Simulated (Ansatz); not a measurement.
Total energies of BMe2Br (C₂H₆BBr) from Ansatz at PBE0-D4/def2-TZVPD, gas phase (1 Eh = 27.2114 eV = 2625.5 kJ/mol). The reference geometry is relaxed at PBE0-D4/def2-SVP.

```
atom    x (Å)    y (Å)    z (Å)
  B1  -0.4133  -0.1639  -0.2570
  C2  -0.2854   1.3665   0.0265
  H3   0.3097   1.7886  -0.8072
  H4   0.2864   1.5746   0.9449
  H5  -1.2399   1.9099   0.0446
  C6   0.6419  -1.2231   0.1949
  H7   0.3472  -1.5418   1.2138
  H8   1.6527  -0.7956   0.2872
  H9   0.6706  -2.1298  -0.4249
Br10  -1.9700  -0.7853  -1.2228
```

| state | geometry | energy (Eh) |
| --- | --- | --- |
| charge 0 singlet | reference | -2678.49111 |
| charge -1 doublet | reference | -2678.46748 |
| free B atom (doublet) | – | -24.61833 |
| free C atom (triplet) | – | -37.80543 |
| free H atom (doublet) | – | -0.50104 |
| free Br atom (doublet) | – | -2573.81224 |

(1) Work out the vertical electron affinity, to the doublet.

(2) What is the binding energy per atom against free atoms?

(1) E(charge 0 singlet) − E(charge -1 doublet) = -2678.49111 − (-2678.46748) = -0.02363 Eh = -0.64 eV; negative, so the extra electron isn't bound.

(2) Atoms: 1 × (-24.61833) + 2 × (-37.80543) + 6 × (-0.50104) + 1 × (-2573.81224) = -2677.04767 Eh. Binding: -2677.04767 − (-2678.49111) = 1.44344 Eh = 39.28 eV, or 3.93 eV for each of 10 atoms (no zero-point energy, no counterpoise term).

At PBE0-D4/def2-TZVPD the highest occupied level of the charge -1 doublet lies above zero (up to 1.64 eV). By energy differences it is unbound by 0.64 eV (vertical, against the charge 0 singlet, at PBE0-D4/def2-TZVPD) and held by the finite basis.
